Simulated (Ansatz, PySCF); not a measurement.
Energy difference R1 + R2 → P1 + P2, each structure at its B3LYP-D3(BJ)/def2-SVP stationary point, reached from a drawn start (curvature not checked).
R1: FH9O3Si4 (SMILES F[Si](O[SiH3])(O[SiH3])O[SiH3]), charge 0, multiplicity 1.
P1: H10O4Si4 (SMILES O[Si](O[SiH3])(O[SiH3])O[SiH3]), charge 0, multiplicity 1.
P2, HF (SMILES F) (charge 0, multiplicity 1):
```tsv
atom	x (Å)	y (Å)	z (Å)
F	0.0000	0.0000	0.4624
H	0.0000	0.0000	-0.4624
```
R2: H2O (SMILES O), charge 0, multiplicity 1.

P less R. No zero-point or thermal terms. One arrangement of each flexible species, with no search for the lowest.

Cores are frozen in the correlated methods.

Codes used: Ansatz (a program for electronic structure); PySCF for the D3/D4 terms. All values are computed, each at the level named.

Total energies in hartree:

| structure | PBE/def2-TZVPP | B3LYP-D3(BJ)/def2-TZVPP | CCSD(T)/cc-pV(D+d)Z |
|---|---|---|---|
| R1 | -1488.469550 | -1489.557980 | -1486.606530 |
| P1 | -1464.439885 | -1465.516128 | -1462.605966 |
| P2 | -100.393476 | -100.492902 | -100.228130 |
| R2 | -76.380213 | -76.467124 | -76.241267 |

**Question.** Work out the reaction energy at each level in kJ/mol (1 hartree = 2625.49964 kJ/mol), and say how far PBE/def2-TZVPP lies from CCSD(T)/cc-pV(D+d)Z.

**Answer.** 
- PBE/def2-TZVPP: (-1464.439885) + (-100.393476) − (-1488.469550) − (-76.380213) = 0.016402 hartree = 43.1 kJ/mol
- B3LYP-D3(BJ)/def2-TZVPP: (-1465.516128) + (-100.492902) − (-1489.557980) − (-76.467124) = 0.016074 hartree = 42.2 kJ/mol
- CCSD(T)/cc-pV(D+d)Z: (-1462.605966) + (-100.228130) − (-1486.606530) − (-76.241267) = 0.013701 hartree = 36.0 kJ/mol
PBE/def2-TZVPP less CCSD(T)/cc-pV(D+d)Z: 7.1 kJ/mol. CCSD(T)/cc-pV(D+d)Z is the level counted from, the highest shown, and no exact or measured value.
